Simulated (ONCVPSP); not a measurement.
## u(r) = r·R(r): atom against pseudo-atom (Li)

Columns: radius, all-electron u(r) and pseudo u(r) of the 1s shell (level -51.37 eV) of lithium in the configuration 1s2 2s1; PBEsol, scalar-relativistic, ONCV scheme, ONCVPSP 4.0.1.

```
r (bohr)  all-electron  pseudo
   0.047        0.3768  0.2642
   0.095        0.6606  0.5183
   0.142        0.8602  0.7387
   0.190        1.0014  0.9243
   0.237        1.0917  1.0621
   0.285        1.1463  1.1572
   0.332        1.1711  1.2083
   0.380        1.1742  1.2244
   0.427        1.1609  1.2123
   0.475        1.1346  1.1796
   0.522        1.0999  1.1349
   0.570        1.0580  1.0823
   0.617        1.0127  1.0278
   0.665        0.9635  0.9719
   0.712        0.9140  0.9180
   0.760        0.8629  0.8645
   0.807        0.8132  0.8137
   0.855        0.7633  0.7634
   0.902        0.7158  0.7158
   0.950        0.6689  0.6689
   0.997        0.6249  0.6248
   1.045        0.5819  0.5819
   1.092        0.5420  0.5419
   1.140        0.5033  0.5033
   1.187        0.4677  0.4676
   1.235        0.4333  0.4333
```

(1) How many radial nodes do the two functions have?

(2) At about which radius was the pseudo-wave matched?

(3) Is the pseudo-wave norm-conserving?

Results:

(1) The all-electron 1s function has n − l − 1 = 0; the pseudo-wave has 0.

(2) 0.95 bohr. The columns agree to 0.0005 from 0.81 bohr on; several derivatives are matched, so the curves merge somewhat inside the radius.

(3) Yes: the ONCV scheme keeps the norm inside the radius equal to the all-electron one, which fixes the energy derivative of the logarithmic derivative at the level.
